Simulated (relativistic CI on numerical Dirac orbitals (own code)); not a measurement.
**Lu3+: L2,3 absorption edge**

Computed with this model: Dirac-Coulomb-Breit CI, KLI orbitals optimised for each configuration, model QED (radiative potential, 1s self-energy scaled to tabulated hydrogen-like ionisation energies), valence Slater integrals scaled by 0.8, multiplet model of core-to-valence dipole absorption; configurations [Xe] 4f14 → [He] 2s2 2p5 3s2 3p6 3d10 4s2 4p6 4d10 4f14 5s2 5p6 5d; 10 K; Lorentzian 5 eV and Gaussian 1 eV FWHM. Energies are those of the free ion, without screening or charge transfer. The branching ratio is the share of the lower-energy edge in the whole absorption, uncertain by about 0.02 where the edges overlap. S is read from ⟨S²⟩ = S(S + 1).

Field parameters in Wybourne normalisation: D3d B²₀ = −7Dσ, B⁴₀ = −14Dq − 21Dτ, B⁴₃ = −14√(10/7) Dq. The field is a parameter set, without covalency.

free ion: ground-state S = 0.00, centroid 9575.26 eV, branching ratio 0.703. Peaks (eV, height): 9247.0 (100), 10352.5 (42).

D3d, 10Dq = 33050, Dσ = -1200, Dτ = 10 cm⁻¹: ground-state S = 0.00, centroid 9575.26 eV, branching ratio 0.703. Peaks (eV, height): 9245.5 (100), 9248.5 (94), 10351.0 (46).

The statistical ratio of this edge is 2/3 = 0.667. Values above it arise where the holes sit mainly in the j = l + 1/2 valence subshell or the ground state has high spin; values below it where core-valence Coulomb terms move weight to the upper edge, as in nearly empty shells. At deep edges of heavy elements the radial integrals of the two core levels differ, which raises the baseline.

Strongest unbroadened transitions for D3d, 10Dq = 33050, Dσ = -1200, Dτ = 10 cm⁻¹:

| Energy (eV) | Relative strength |
| --- | --- |
| 9244.86 | 9.0 |
| 9244.87 | 13.4 |
| 9245.10 | 61.6 |
| 9245.41 | 1.6 |
| 9245.52 | 52.7 |
| 9245.58 | 50.6 |
| 9249.19 | 1.9 |
| 9249.20 | 2.2 |
| 9249.29 | 0.8 |
| 9249.37 | 100.0 |
| 9249.39 | 54.8 |
| 10350.72 | 33.8 |
| 10350.87 | 23.1 |
| 10350.91 | 16.6 |
| 10351.29 | 7.6 |
| 10351.32 | 13.8 |
| 10355.12 | 18.9 |
| 10355.14 | 33.3 |
